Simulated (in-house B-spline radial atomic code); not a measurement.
The numbers below are computed, except where a source is named.
**Correlation energy from the adiabatic connection: ω²r²/2 − Z/r, ω = 0.111, Z = 2**

Two electrons in a singlet, external potential ω²r²/2 − Z/r, ω = 0.111, Z = 2 (atomic units). Full CI in B-splines (partial waves to l = 8, correlation up to 0.6 % small) with the density held fixed gives W(λ) = <V_ee>_λ − U, and E_c is the integral of W(λ) − W(0) from 0 to 1.

| λ | W(λ) − W(0) (hartree) |
| --- | --- |
| 0 | 0.00000 |
| 0.02 | -0.00192 |
| 0.05 | -0.00476 |
| 0.12 | -0.01124 |
| 0.25 | -0.02277 |
| 0.4 | -0.03531 |
| 0.6 | -0.05085 |
| 0.8 | -0.06520 |
| 1 | -0.07847 |

(1) Integrate the table by the trapezoid rule.

(2) Now use only three numbers: W(0) = -1.0322, the initial slope W'(0) = -0.09621 (extrapolated from the first points) and the strong-coupling limit of the point-charge-plus-continuum model, W∞ = -1.4716. What do second-order theory and the interpolation W(λ) = W∞ + (W(0) − W∞)/√(1 + 2χλ) of Seidl, Perdew and Levy give?

Results:

(1) The strips give -0.00002, -0.00010, -0.00056, -0.00221, -0.00436, -0.00862, -0.01161, -0.01437, which sum to -0.04183 hartree. The direct value, W(1) − W(0) + T_c with T_c = 0.03656, is -0.04191; the curve is convex, so chords lie above it and the trapezoids fall short in size by 0.18 %.

(2) Second order keeps the slope alone: E_c = W'(0)/2 = -0.04811, +15 % in size against -0.04191. Matching the slope fixes χ = W'(0)/(W∞ − W(0)) = -0.09621/(-0.43940) = 0.21896. Integrating, with s = √(1 + 2χ) = 1.199131, E_c = −(W(0) − W∞)(s − 1)/(s + 1) = −0.43940 × 0.199131/2.199131 = -0.03979 hartree, -5.1 % in size against the full result. At λ = 1 the formula gives W − W(0) = -0.07297 against -0.07847. Part of the miss can come from the model's W∞.
